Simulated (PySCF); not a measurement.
Problem. What does the PBE0-D3(BJ)/def2-SVP structure of InChI=1S/C4H5BNO/c7-6-4-2-1-3-5-6/h1-5H/q-1 look like in three dimensions? (Charge -1.)

Solution. 
Z-matrix in Å and degrees, rows numbered from 1:
```
O 
N   1  1.2874
B   2  1.4703  1  122.93
C   3  1.4968  2  117.03  1   179.99
C   4  1.4000  3  120.17  2     0.01
C   5  1.3970  4  119.59  3     0.00
C   2  1.3585  1  118.64  3  -180.00
H   3  1.2153  2  116.64  1    -0.01
H   4  1.0983  3  122.15  2  -179.99
H   5  1.0988  4  121.57  3  -180.00
H   6  1.0945  5  121.20  4   180.00
H   7  1.0943  2  112.92  1     0.00
```

C4 (unsaturated ring CH carbon) is planar (angles 122.2°, 120.2° and 117.7°, sum 360.0°, 0.00 Å off the plane of its three neighbours). C7 (unsaturated ring CH carbon) is planar (angles 124.1°, 123.0° and 112.9°, sum 360.0°, 0.00 Å off the plane of its three neighbours). The 7 heavy atoms lie in one plane (0.000 Å rms). The 6-membered ring N2–B3–C4–C5–C6–C7 has internal angles of 117.0° to 124.1°; it is planar, 0.00 Å rms from its mean plane, widest ring torsion 0°.

Method: PBE0-D3(BJ)/def2-SVP geometry optimisation, gas phase in PySCF 2.14.0.

Point group: Cs (every atom within 0.08 Å of its image). Not checked by PBE0-D3(BJ)/def2-SVP frequencies.
